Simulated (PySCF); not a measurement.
Zr²⁺: excitation energy

Zr²⁺ [Kr] 4d2 (3F) → Zr²⁺ [Kr] 4d1 5s1 (3D), as a difference of total energies. Computed with PySCF 2.14 in aug-cc-pwCVTZ-PP with ECP28MDF, with a scalar-relativistic core potential. Correlated levels: valence: 4s2 4p6 frozen; valence and next inner shell: nothing frozen outside the core potential. The calculations carry no spin-orbit coupling.

```tsv
method	excitation energy (eV)
UHF	2.331
LDA	1.864
PBE	2.113
PBE0	2.288
r2SCAN	2.314
HSE06	2.248
TPSSh	2.426
M06-L	2.946
MP2 (valence)	2.310
SCS-MP2 (valence)	2.324
MP2 (valence and next inner shell)	2.068
SCS-MP2 (valence and next inner shell)	2.169
```

Q: How much does correlation contribute at MP2 (valence and next inner shell)?

A: 2.068 − (2.331) = -0.263 eV, measured against UHF.
